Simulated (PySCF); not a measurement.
Species: C5H10Se.
InChI=1S/C5H10Se/c1-5(2)3-4-6/h4-5H,3H2,1-2H3

Torsions of this conformer, `[CH3:1][CH:2]([CH3:3])[CH2:4][CH:5]=[Se:6]`: C1–C2–C4–C5 -62°, C2–C4–C5–Se6 -116°.

The closed-shell ground state was solved at several levels (PySCF, density fitting, gas phase). One conformer (not necessarily the lowest) at the PBE0-D3(BJ)/def2-SVP geometry, without solvent, vibrations or thermal averaging. Relativistic effects, spin–orbit coupling among them, are left out although an element past zinc is present.

```
                       level  basis functions  total energy (Eh)  HOMO (eV)  LUMO (eV)  gap (eV)  dipole (D)
B3LYP/pcJ-1 (pcSseg-1 on Se)              276         -2597.8867      -5.81      -2.48      3.33        2.42
               PBE0/pcSseg-1              176         -2597.2711      -6.09      -2.34      3.75        2.52
```

What might wB97X-D/def2-SVPD (221 basis functions) give for the same quantities?

Total energy -2597.6530 Eh, HOMO -7.99 eV, LUMO -0.67 eV, gap 7.32 eV, dipole 2.68 D.

Over all these levels, which gives the widest orbital gap and which the narrowest?

wB97X-D/def2-SVPD (range-separated hybrid) has the widest, 7.32 eV, and B3LYP/pcJ-1 (pcSseg-1 on Se) (global hybrid, 20 % exact exchange) the narrowest, 3.33 eV. Functional and basis both differ between the two, so the spread mixes both effects.

How far do the dipole and the HOMO energy spread over the levels?

The dipole runs from 2.42 to 2.68 D (mean 2.54 D) and the HOMO from -7.99 to -5.81 eV.

The pairwise dispersion term of wB97X-D wasn't added to the energies; at a given geometry it leaves orbitals and properties as they are.
